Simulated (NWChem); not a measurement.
CH6AsB; SMILES CB[AsH2]

```xyz
9

B     -0.6276     1.0834     0.0054
As     0.0411    -0.8071    -0.0503
H     -0.9174    -1.4189     0.9528
H      1.2201    -0.6692     0.8962
H     -1.8296     1.2286    -0.0517
C      0.3019     2.3354    -0.0254
H      0.1047     2.9003     0.9063
H      0.0106     3.0245    -0.8371
H      1.3820     2.1398    -0.0818
```
Atoms are numbered in this order, from 1.

All runs: NWChem. Pople sets run with spherical d functions. Structure relaxed at the PBE0/def2-SVP level. Level SCAN/6-31G*: energy and gradient on several grids; changes count from the extra-fine grid, which is no exact limit either.

```
grid     size of the energy change (μHa)  largest change of a gradient component (μHa/bohr)  time, medium = 1 (rough)
-------  -------------------------------  -------------------------------------------------  ------------------------
xcoarse                             5000                                               5000                   about 1
coarse                               500                                               2000                   about 1
medium                              8000                                                800                   about 1
fine                                 600                                                300                   about 1
xfine                               < 10                                               < 30                         2
```
